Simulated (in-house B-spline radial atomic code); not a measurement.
## RPA and G0W0 on LDA VWN5: Ba

Configuration [Xe] 6s2, mean-field start LDA VWN5. Computed with a B-spline radial code for spherical atoms: all electrons, scalar-relativistic (spin-free one-electron X2C), finite nucleus, each spin shell either full or empty, empty states to l = 9 with an (l + 1/2)⁻⁴ tail; G0W0 by contour deformation at full frequency.

Command:
```bash
python run_gw.py task.json out
```
Settings (radii: box in bohr, nucleus in fm):
```
Z                        56
electrons                56
configuration            [Xe] 6s2
hamiltonian              x2c
method                   lda,vwn
lmax                     9
rms_radius               4.8378
spin_polarised           False
box_radius               40
intervals                72
ion_configuration        [Xe] 6s1
```

Time taken, with all properties: 17 s on 1 thread of Arm Neoverse N1, with other jobs on the host.

Energies (hartree):

```tsv
term	value
mean-field total	-8127.80005
Hartree-Fock functional on these orbitals	-8131.62032
direct second order	-5.1711
second-order exchange	1.4045
SOSEX correction	1.2858
```

**Question.** What is the RPA correlation energy, and what remains with SOSEX?

**Answer.** RPA gives -4.4445 hartree (-2.16 eV per electron); RPA + SOSEX gives -3.1587, and the second-order doubles -3.7666 hartree (no singles). SOSEX takes back 29 % of the RPA value.

Quasi-particle levels (eV):

```json
{"level": "6s", "occupied": "yes", "mean field": "-3.343", "Σx - vxc": "-0.86", "Σc": "?", "QP weight": "?", "G0W0": "?"}
```

G0W0 = mean field + (Σx - vxc) + Σc, with Σc (partial-wave tail included) taken at the quasi-particle energy. Only the outer levels were computed. Levels of low weight are left out.

**Question.** Where does G0W0 put 6s?

**Answer.** At -5.296 eV, with Σc = -1.09 eV and a quasi-particle weight of 0.761. The tabulated removal energy is 5.212 eV (NIST, measured); the calculation leaves out spin-orbit coupling, Breit and QED terms, and what these don't explain is the method's own error.

**Question.** What does it cost to remove one electron (to [Xe] 6s1) by differences of total energies, each species on its own start (correlation terms add to the Hartree-Fock functional)?

**Answer.** LDA VWN5 5.374 eV, Hartree-Fock functional 4.229 eV, + RPA 5.618 eV, + RPA + SOSEX 5.348 eV, + second order 6.387 eV. Tabulated: 5.212 eV (NIST, measured); the calculation leaves out spin-orbit coupling, Breit and QED terms, and what these don't explain is the method's own error.
